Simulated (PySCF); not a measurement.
These 3 structures share the formula C2H5NOSi. Level of theory: PySCF, PBE0-D3(BJ)/def2-SVP geometry optimisation, gas phase. One conformer each; no zero-point energy, no entropy. No frequencies were run at this level. Point groups hold within 0.08 Å.

Question: Rank from lowest to highest electronic energy at this level (kcal/mol).
A. SiH2Me(NCO), `C[SiH2]N=C=O`
B. `[SiH3:1][O:2][C@H:3]1[CH:4]=[N:5]1` with Si1–O2–C3–C4 -43°
C. `[SiH3:1][O:2][C:3]1=[N:4][CH2:5]1` with Si1–O2–C3–N4 2°

Answer: A (0.0), C (66.5), B (72.1).

| SMILES | E (Eh) | E rel (kcal/mol) | dipole (D) | point group | A, B, C (MHz) |
| --- | --- | --- | --- | --- | --- |
| [H][Si]([H])(C)N=C=O | -498.14056 | 0.0 | 2.65 | – | 13598, 1752, 1597 |
| [SiH3]OC1=NC1 | -498.03457 | 66.5 | 1.95 | near Cs | 15600, 2276, 2064 |
| [SiH3]O[C@H]1C=N1 | -498.02561 | 72.1 | 1.79 | C1 | 10455, 2745, 2502 |
